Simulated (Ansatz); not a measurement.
`O[SiH](F)NBS` → `BS[Si](N)(O)F`  (isomerisation)

Gas-phase electronic energies from Ansatz, PBE0-D4/def2-TZVP geometries. CBS: MP2 limit from def2 TZ/QZ plus the TZ coupled-cluster correction, frozen cores. Functionals use def2-TZVPP. Each species was taken in one conformer, which may not be the lowest.

| level | ΔE (kJ/mol) |
| --- | --- |
| LDA (SPW92) | 55.5 |
| r2SCAN-D4 | 49.3 |
| BHLYP-D4 | 54.4 |
| CCSD/def2-TZVPP | 58.0 |

Problem. What does CCSD(T)/CBS give? (Estimate.)

Solution. Ansatz gave: +51.1 kJ/mol. The listed levels differ from it by 4.4, -1.8, 3.3, 6.9 kJ/mol.

Largest T1 diagnostic among the species: 0.013.

At CCSD(T), def2-SVP lies +28.0 kJ/mol from the extrapolated value and def2-TZVPP +4.9 kJ/mol. The D4 term adds −5.8 kJ/mol with B3LYP and −2.9 kJ/mol with PBE0; it sums over pairs of atoms, weighted by their polarisabilities, and B3LYP, whose exchange is more repulsive, gets the larger term. In def2-TZVPP, CCSD(T) changes the Hartree–Fock value by −6.5 kJ/mol (the triples alone add −2.0 kJ/mol) and MP2 by −8.8 kJ/mol.

B3LYP here is the variant with VWN-RPA as its local correlation; programs differ in this.
